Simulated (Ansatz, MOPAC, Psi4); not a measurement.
System: CH$_{2}$S, charge 0, multiplicity 1. SMILES: C=S
Geometry: optimised at B3LYP-D3(BJ)/def2-TZVP (Ansatz, a program for electronic structure).

Quantity: vertical electron affinity to the doublet, in eV. Set-up: dispersion terms only where a functional's name holds one; 6-311+G** with 5d, 6d on Na to Ar in Ansatz; open shells spin-unrestricted; spin-orbit terms left out; valence correlation only; six Cartesian d functions in 6-31G* and its kin unless marked 5d; non-relativistic; each state is the SCF solution reached for its charge and spin. Ab initio and DFT rows: single points at B3LYP-D3(BJ) geometries (Ansatz). Semi-empirical rows: differences of heats of formation at the shared geometry for vertical values. Sets without +, aug- or the D of def2-TZVPD hold no diffuse functions, which anions need. The Hartree-Fock reference of C=S (CH2S) is unstable towards a lower, spin-broken solution.

```json
[
 {"level": "PM3", "program": "MOPAC", "vertical electron affinity to the doublet (eV)": "1.79"},
 {"level": "HF/6-31G*", "program": "Ansatz", "vertical electron affinity to the doublet (eV)": "-0.48"},
 {"level": "HF/6-311+G**", "program": "Ansatz", "vertical electron affinity to the doublet (eV)": "-0.10"},
 {"level": "PBE/6-31G*", "program": "Ansatz", "vertical electron affinity to the doublet (eV)": "-0.29"},
 {"level": "PBE/6-311+G**", "program": "Ansatz", "vertical electron affinity to the doublet (eV)": "0.35"},
 {"level": "B3LYP/6-31G*", "program": "Ansatz", "vertical electron affinity to the doublet (eV)": "-0.21"},
 {"level": "B3LYP/6-311+G**", "program": "Ansatz", "vertical electron affinity to the doublet (eV)": "0.41"},
 {"level": "wB97X-D/6-31G*", "program": "Psi4", "vertical electron affinity to the doublet (eV)": "-0.13"},
 {"level": "MP2/6-311+G**", "program": "Ansatz", "vertical electron affinity to the doublet (eV)": "-0.19"},
 {"level": "PBE/def2-TZVPD", "program": "Ansatz", "vertical electron affinity to the doublet (eV)": "0.33"},
 {"level": "PBE0/def2-TZVPD", "program": "Ansatz", "vertical electron affinity to the doublet (eV)": "0.40"}
]
```

No value to compare with is used here. The 9 habitual levels span -0.48 (HF/6-31G*) to 1.79 eV (PM3); PBE0/def2-TZVPD gives 0.40.

The levels are drawn from those run, B3LYP/6-31G* more often than the rest, none by its result; left out are runs that failed, that the program found above a lower state of the same kind, or whose <S^2> lies over 0.5 above the pure value.
